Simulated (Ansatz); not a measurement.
`[NH2][In]([O][SiH3])[O][SiH3]`, 14 atoms. The species carries charge 0 and has multiplicity 1. Correlated methods include outer-core shells of In, which these sets cover unevenly. In: def2 effective core potential. All runs use 4 threads of an Arm Neoverse V2 on a shared host. Correlated methods freeze the cores.

Q: How many basis functions does each run have, and how long does it take in Ansatz? RKS PBE-D4/def2-TZVPP energy and forces; RKS PBE0-D4/def2-QZVPP energy; RKS HSE06 (plane-wave form)-D4/def2-TZVPP energy; RKS PBE0-D4/def2-TZVP relaxation (13 steps); RKS SPW92 (LDA)/def2-TZVPP energy; RHF-MP2/def2-QZVPP energy; RHF-CCSD(T)/def2-SVP energy; RKS ωB97M-V/def2-SVP energy; RKS PBE0-D4/def2-SVP energy; RKS CAM-B3LYP-D4/def2-TZVPP energy; RHF-MP2/def2-TZVPP energy; RKS PBE0-D4/def2-TZVP frequencies. (An estimate is asked.)

A: The calculation gave: Other jobs shared the machine, so times are rough.

| level | job | functions | wall time | peak host memory (GiB) |
| --- | --- | --- | --- | --- |
| RKS PBE0-D4/def2-SVP | energy | 144 | 2.6 s | 0.41 |
| RKS SPW92 (LDA)/def2-TZVPP | energy | 339 | 2.9 s | 0.59 |
| RKS PBE-D4/def2-TZVPP | energy and forces | 339 | 5.5 s | 0.6 |
| RKS HSE06 (plane-wave form)-D4/def2-TZVPP | energy | 339 | 9 s | 1.4 |
| RKS CAM-B3LYP-D4/def2-TZVPP | energy | 339 | 10 s | 1.5 |
| RHF-MP2/def2-TZVPP | energy | 339 | 11 s | 1.1 |
| RKS ωB97M-V/def2-SVP | energy | 144 | 12 s | 0.63 |
| RKS PBE0-D4/def2-QZVPP | energy | 633 | 26 s | 3.1 |
| RHF-CCSD(T)/def2-SVP | energy | 144 | 36 s | 1.2 |
| RHF-MP2/def2-QZVPP | energy | 633 | 64 s | 5.4 |
| RKS PBE0-D4/def2-TZVP | relaxation (13 steps) | 265 | 120 s | 0.99 |
| RKS PBE0-D4/def2-TZVP | frequencies | 265 | 8.4 min | 1 |
